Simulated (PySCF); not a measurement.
Mayer bond orders and bond lengths

Species: C7H14O2P (charge -1).
Numbering: `[CH3:1][P@:2](=[O:3])([O-:4])[CH:5]1[CH2:6][CH2:7][CH2:8][CH2:9][CH2:10]1` (hydrogens: H11, H12, H13 on C1; H14 on C5; H15, H16 on C6; H17, H18 on C7; H19, H20 on C8; H21, H22 on C9; H23, H24 on C10)

Geometry (GFN2-xTB, Å), atoms numbered from 1 in this order:
```
atom  x, y, z in Å
C1     3.177    0.571    0.093
P2     1.974   -0.708    0.742
O3     1.705   -0.443    2.185
O4     2.447   -2.061    0.332
C5     0.435   -0.270   -0.250
C6    -0.557   -1.359    0.119
C7    -1.932   -1.118   -0.495
C8    -2.465    0.244   -0.062
C9    -1.490    1.343   -0.473
C10   -0.108    1.094    0.131
H11    2.887    1.579    0.376
H12    4.134    0.337    0.559
H13    3.284    0.500   -0.986
H14    0.653   -0.312   -1.323
H15   -0.631   -1.380    1.210
H16   -0.151   -2.322   -0.197
H17   -1.854   -1.144   -1.587
H18   -2.628   -1.907   -0.191
H19   -3.451    0.428   -0.505
H20   -2.576    0.253    1.025
H21   -1.411    1.362   -1.565
H22   -1.871    2.318   -0.150
H23   -0.162    1.136    1.221
H24    0.579    1.877   -0.201
```

Bond orders from the PBE0/pcSseg-1 density (PySCF). One conformer (not necessarily the lowest) at the GFN2-xTB geometry, without solvent, vibrations or thermal averaging. The pcSseg-1 basis has no diffuse functions, a weakness for an anion.

(1) How far do the computed orders between heavy atoms stray from the drawn ones?

(2) Give the Mayer order of every bond between heavy atoms, beside its length.

Results:

(1) The largest departure is 0.719, at P2–O4 (drawn single, 1.719). Drawn single, order above 1.12: P2–O4 (1.719). Drawn single, order below 0.88: C1–P2 (0.878) and P2–C5 (0.799). Drawn double or triple, more than 0.30 short of the drawn order: P2–O3 (1.696). The SMILES, with its formal charges, is one Lewis structure only.

(2) 
```json
{"bond": "C1–P2", "drawn as": "single", "length (Å)": "1.872", "Mayer order": "0.878"}
{"bond": "P2–O3", "drawn as": "double", "length (Å)": "1.492", "Mayer order": "1.696"}
{"bond": "P2–O4", "drawn as": "single", "length (Å)": "1.491", "Mayer order": "1.719"}
{"bond": "P2–C5", "drawn as": "single", "length (Å)": "1.882", "Mayer order": "0.799"}
{"bond": "C5–C6", "drawn as": "single", "length (Å)": "1.518", "Mayer order": "1.014"}
{"bond": "C6–C7", "drawn as": "single", "length (Å)": "1.525", "Mayer order": "1.042"}
{"bond": "C7–C8", "drawn as": "single", "length (Å)": "1.526", "Mayer order": "1.035"}
{"bond": "C8–C9", "drawn as": "single", "length (Å)": "1.525", "Mayer order": "1.039"}
{"bond": "C9–C10", "drawn as": "single", "length (Å)": "1.528", "Mayer order": "1.037"}
{"bond": "C10–C5", "drawn as": "single", "length (Å)": "1.517", "Mayer order": "0.987"}
```

By pair of heavy elements: C–P: lowest P2–C5 (0.799, 1.882 Å), highest C1–P2 (0.878, 1.872 Å). O–P: lowest P2–O3 (1.696, 1.492 Å), highest P2–O4 (1.719, 1.491 Å). C–C: lowest C10–C5 (0.987, 1.517 Å), highest C6–C7 and C8–C9 (1.042, 1.525 Å); in 8 of the 15 pairs the longer bond (by over 0.003 Å) has the higher order (by 0.02 or more). Bonds named together lie within 0.004.

**Question.** And the bonds to hydrogen?

**Answer.** C–H: 0.93 to 0.97 (14 bonds).

**Question.** Sum the orders of all bonds at each heavy atom with more than one neighbour and set the sums beside the valence in the SMILES.

**Answer.** C1 3.757 (drawn 4), P2 5.092 (drawn 5), C5 3.736 (drawn 4), C6 3.928 (drawn 4), C7 3.983 (drawn 4), C8 3.980 (drawn 4), C9 3.982 (drawn 4), C10 3.907 (drawn 4). Orders between atoms that aren't bonded are not in these sums.

For a closed shell the Mayer order of atoms A and B is Σ (PS)μν (PS)νμ over the basis functions μ on A and ν on B, with P the density and S the overlap matrix.
